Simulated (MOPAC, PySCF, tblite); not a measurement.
System: O₃S, singlet: umbrella (inversion) coordinate, bond length relaxed. Scanned: angle between the S-O bonds and the threefold axis (90 = planar). Other coordinates (S-O bond length) were minimised at B3LYP/def2-TZVP.

Cartesian coordinates as functions of the variables (Å; names that start with a are angles):
```
S  0  0  0
O  r*sin(a)*cos(0*2*pi/3+0)  r*sin(a)*sin(0*2*pi/3+0)  0+r*cos(a)
O  r*sin(a)*cos(1*2*pi/3+0)  r*sin(a)*sin(1*2*pi/3+0)  0+r*cos(a)
O  r*sin(a)*cos(2*2*pi/3+0)  r*sin(a)*sin(2*2*pi/3+0)  0+r*cos(a)
```

PM7, restricted, heats of formation (MOPAC); CAM-B3LYP/cc-pVDZ (PySCF); GFN2-xTB, 300 K electronic temperature (tblite); PM6, restricted, heats of formation (MOPAC); CCSD on RHF/cc-pVDZ, 8 core orbitals frozen (PySCF); CCSD(T) on RHF/cc-pVDZ, 8 core orbitals frozen (PySCF).

Energies in eV, each method relative to its own lowest point.

```
a / °    PM7  CAM-B3LYP  GFN2-xTB    PM6    CCSD  CCSD(T)
-----  -----  ---------  --------  -----  ------  -------
90     0.000      0.000     0.000  0.000   0.000    0.000
93     0.038      0.045     0.030  0.040   0.048    0.045
96     0.153      0.182     0.120  0.161   0.192    0.179
99     0.346      0.412     0.274  0.363   0.433    0.404
102    0.618      0.734     0.498  0.649   0.770    0.718
105    0.972      1.152     0.797  1.021   1.203    1.121
108    1.411      1.670     1.183  1.483   1.734    1.614
111    1.939      2.293     1.665  2.041   2.368    2.201
114    2.564      3.031     2.256  2.701   3.110    2.883
117    3.293      3.896     2.972  3.476   3.965    3.664
120    4.170      4.878         —  4.417   4.911        —
123    5.066      6.130         —  5.366   6.139        —
126        —      7.612         —      —   7.568        —
129        —      9.345         —      —   9.199        —
132        —     11.343         —      —  10.999        —
```

Dashes: no converged value, or the column stops at the first point that the program doubted or that broke a chosen test of continuity, which isn't proof of a fault.
